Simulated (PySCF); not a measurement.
CCl3, SMILES Cl[C-](Cl)Cl, charge -1. Atoms are numbered in the order given.

```xyz
4

C      0.0000     0.0000    -0.7438
Cl     1.5003    -0.8662     0.0875
Cl     0.0000     1.7324     0.0875
Cl    -1.5003    -0.8662     0.0875
```
Charge -1, spin multiplicity 1.

Coordinates come from a r2SCAN-D4/def2-SVPD optimisation.

The numbers are results of SMD-PBE0/def2-SVPD (PySCF), not measurements.

Solvation free energies are E(SMD) − E(gas) at the gas-phase geometry, for 1 M in both phases.

| solvent | ΔG(solv) (kcal/mol) | its non-electrostatic (CDS) part |
|---|---|---|
| water | -47.8 | 3.0 |
| ethylethanoate | -43.4 | -0.9 |
| cyclohexanone | ? | ? |

Complete the blanks. (An estimate is asked for; the answer gives what the named calculation found.)


- cyclohexanone, ΔG(solv) (kcal/mol): -48.3
- cyclohexanone, its non-electrostatic (CDS) part: -0.3
